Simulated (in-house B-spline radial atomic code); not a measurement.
## Ga: [Ar] 3d9 4s2 4p1 4f1 (an excited or competing configuration)

Level of theory: Dirac-Hartree-Fock, average of configuration, Fermi nucleus of rms radius 3.9973 fm; calculated with an all-electron radial atomic-structure program (B-spline basis).

Z_r = [3n² - l(l+1)]/(2<r>); Z_e = n√(-2ε); the last column is Slater's effective charge. Values are occupation-weighted means over j.

```csv
shell,electrons,ε (eV),<r> (bohr),Z_r,Z_e,Slater
1s,2,-10465,0.04858,30.88,27.73,30.70
2s,2,-1360.7,0.2167,27.69,20.00,26.85
2p,6,-1182.4,0.1905,26.25,18.64,26.85
3s,2,-196.48,0.6452,20.92,11.40,19.75
3p,6,-139.91,0.6717,18.61,9.62,19.75
3d,9,-49.015,0.7517,13.97,5.69,10.20
4s,2,-21.054,2.145,11.19,4.98,5.85
4p,1,-13.42,2.634,8.73,3.97,5.85
4f,1,-0.85091,17.97,1.00,1.00,1.00
```

The least bound orbital is 4f5/2 at -0.8509 eV, and it is also the most diffuse (<r> = 17.97 bohr). The part-filled 3d shell lies below the filled 4s shell in orbital energy.

Spin-orbit splittings of the orbital energies (j = l + 1/2 above j = l - 1/2 when positive): 2p 27.97 eV, 3p 3.929 eV, 3d 0.5453 eV, 4p 0.1988 eV, 4f -3.273e-06 eV.

For the 1s electron the small component carries 1.26 % of the norm, the zero-frequency Breit interaction raises the level by 14.64 eV, self-energy by 7.524 eV, and vacuum polarisation lowers it by 0.7115 eV.
